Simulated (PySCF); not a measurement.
C2H3O, SMILES [CH2]C=O, multiplicity 2. Atoms are numbered in the order given.

```xyz
6

C      0.1714     1.1651     0.0000
C     -0.4056    -0.1321     0.0000
O      0.2641    -1.1662     0.0000
H      1.2487     1.2665     0.0000
H     -0.4477     2.0525     0.0000
H     -1.5089    -0.1869     0.0000
```
Charge 0, spin multiplicity 2.

Coordinates come from a B3LYP-D3(BJ)/def2-TZVP optimisation. The isomer is the one that the SMILES or the coordinates give; other isomers of the formula were not compared.

Two levels are set side by side: PBE/pcH-1 (PySCF) and PBE0/pcH-1 (PySCF). Contact hyperfine couplings, same geometry. Differences are taken from unrounded values.

```
quantity                       PBE0
----------------------------  -----
A(iso) of 13C, atom C1 (MHz)   69.9
A(iso) of 13C, atom C2 (MHz)  -50.0
A(iso) of 17O, atom O3 (MHz)  -22.8
A(iso) of 1H, atom H4 (MHz)   -57.2
A(iso) of 1H, atom H5 (MHz)   -57.9
A(iso) of 1H, atom H6 (MHz)     2.6
```

### Question
What does PBE give, and how far is it from PBE0? (Estimate from the structure and the level; the computed values follow.)

### Answer

```csv
quantity,PBE,PBE minus PBE0
"A(iso) of 13C, atom C1 (MHz)",57.5,-12.3
"A(iso) of 13C, atom C2 (MHz)",-35.9,14.1
"A(iso) of 17O, atom O3 (MHz)",-11.9,10.9
"A(iso) of 1H, atom H4 (MHz)",-49.4,7.8
"A(iso) of 1H, atom H5 (MHz)",-49.9,8.0
"A(iso) of 1H, atom H6 (MHz)",-2.9,-5.5
```

Rough cost on one machine, each run with all the roots and properties that it gave: PBE0 against PBE within a factor of 2.
